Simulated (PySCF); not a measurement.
## TaF4, doublet: computed properties

All numbers come from UB3LYP in PySCF with Ta def2-SVP with ECP60, F def2-SVP; scalar-relativistic core potentials, no spin–orbit coupling; density-fitted integrals.

The structure is a higher-order saddle point with 2 imaginary modes.

```
Point group                                                                   : D4h
Bond lengths                                                                  : Ta–F 1.888 Å (×4)
Bond angles                                                                   : F–Ta–F 90.0° (×4), F–Ta–F 180.0° (×2)
Principal polarisabilities                                                    : 32.1, 35.1, 35.1 bohr³
Dipole moment                                                                 : 0.00 D
Rotational constants                                                          : 0.1245, 0.1245, 0.06225 cm⁻¹
Spin squared ⟨S²⟩                                                             : 0.752
Atomisation energy without zero-point energy                                  : 2383 kJ/mol
Highest occupied level (α)                                                    : -7.98 eV
Principal quadrupole moments (Buckingham, traceless) about the centre of mass : -5.67, -5.67, 11.35 D Å
Lowest empty level (β)                                                        : -4.56 eV
Zero-point energy (real modes)                                                : 20.3 kJ/mol
```

Harmonic modes (masses in u: Ta 180.948, F 18.998):
```json
{"symmetry": "b2u", "ω (cm⁻¹)": "145i", "IR (km/mol, summed over degenerate members)": "–", "μ (u)": "19.00"}
{"symmetry": "a2u", "ω (cm⁻¹)": "41i", "IR (km/mol, summed over degenerate members)": "–", "μ (u)": "25.84"}
{"symmetry": "eu", "ω (cm⁻¹)": "177", "IR (km/mol, summed over degenerate members)": "43.4", "μ (u)": "21.34"}
{"symmetry": "b2g", "ω (cm⁻¹)": "285", "IR (km/mol, summed over degenerate members)": "0.0", "μ (u)": "19.00"}
{"symmetry": "b1g", "ω (cm⁻¹)": "668", "IR (km/mol, summed over degenerate members)": "0.0", "μ (u)": "19.00"}
{"symmetry": "eu", "ω (cm⁻¹)": "688", "IR (km/mol, summed over degenerate members)": "469", "μ (u)": "22.49"}
{"symmetry": "a1g", "ω (cm⁻¹)": "716", "IR (km/mol, summed over degenerate members)": "0.0", "μ (u)": "19.00"}
```

In D4h the vibrations span b2u + a2u + 2eu + b2g + b1g + a1g. The a1g, b1g, b2g, b2u modes carry no infrared intensity, as symmetry demands. With a centre of inversion only u modes can be infrared active and only g modes Raman active.

Charges (e):
```
    atom  Mulliken  Löwdin  polar tensor  spin (Mulliken)  Mayer order to Ta1
     Ta1      1.31    0.45          2.71             1.05                   –
F2,3,4,5     -0.33   -0.11         -0.68            -0.01                1.10
```

Mulliken populations on Ta1 (electrons outside its core potential): s 2.53, p 6.36, d 2.56, f 0.23.

Other isomers or separated fragments may lie lower. With open d or f shells other occupations or spin states may lie lower. At this level a doublet minimum of D2d symmetry lies 50 kJ/mol below this structure. Spin–orbit coupling, left out here, can matter for elements this heavy.

The final relaxation and frequency run took about 4 core-minutes on a shared host.
